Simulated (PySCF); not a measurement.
# Solvent effects on NMR parameters

Geometry (Å), atoms numbered from 1 in this order:
```xyz
21

C     4.830    0.393    0.989
C     3.902   -0.383    1.054
C     2.761   -1.276    1.128
P     1.165   -0.281    1.328
P     0.281   -0.784   -0.422
C    -1.369    0.150   -0.400
C    -1.354    1.035   -1.652
C    -1.628    0.998    0.838
C    -2.454   -0.925   -0.540
H     5.659    1.073    0.930
H     2.714   -1.930    0.242
H     2.846   -1.925    2.017
H    -0.581    1.817   -1.584
H    -1.165    0.449   -2.565
H    -2.332    1.534   -1.768
H    -1.642    0.390    1.756
H    -0.865    1.781    0.966
H    -2.609    1.495    0.749
H    -2.495   -1.574    0.349
H    -2.285   -1.564   -1.421
H    -3.441   -0.446   -0.656
```

GIAO PBE0/pcSseg-1 in PySCF 2.14 on one PBE0-D3(BJ)/def2-SVP conformer, non-relativistic, equivalent nuclei averaged. Solvents enter as an IEF-PCM continuum (chloroform with ε = 4.7, acetonitrile with ε = 35.7) around the gas-phase geometry. Shifts are referred to TMS computed in the same medium.

Gas phase, δ in ppm: C2 83.1, C1 79.0, C6 46.2, C7/C8/C9 32.1, C3 26.4, H11/H12 3.71, H10 2.15, H13/H14/H15/H16/H17/H18/H19/H20/H21 1.50. Dipole moment 1.35 D.

Q: How does each δ change in the continuum?

A: 
```tsv
atoms	environment	Δδ, chloroform	Δδ, acetonitrile
C2	alkyne carbon	+2.6	+3.5
C1	terminal alkyne carbon	+0.5	+0.8
C6	fully substituted sp3 carbon bonded to P	+2.2	+3.1
C7/C8/C9	methyl carbon	+0.2	+0.2
C3	propargylic sp3 CH2 bonded to P	+0.1	+0.2
H11/H12	hydrogen on a propargylic sp3 CH2 bonded to P	+0.12	+0.17
H10	hydrogen on a terminal alkyne carbon	+0.29	+0.41
H13/H14/H15/H16/H17/H18/H19/H20/H21	hydrogen on a methyl carbon	+0.02	+0.03
```

Changes are relative to the gas phase. The dipole moment becomes 1.76 D in chloroform, 1.93 D in acetonitrile.

Q: Which of the listed nuclei move most (in ppm), and what does the model miss?

A: C2 (alkyne carbon, +3.5 ppm) in acetonitrile. A continuum only polarises the solute; specific hydrogen bonds, the anisotropy of aromatic solvents and changes of geometry or conformer are outside it.
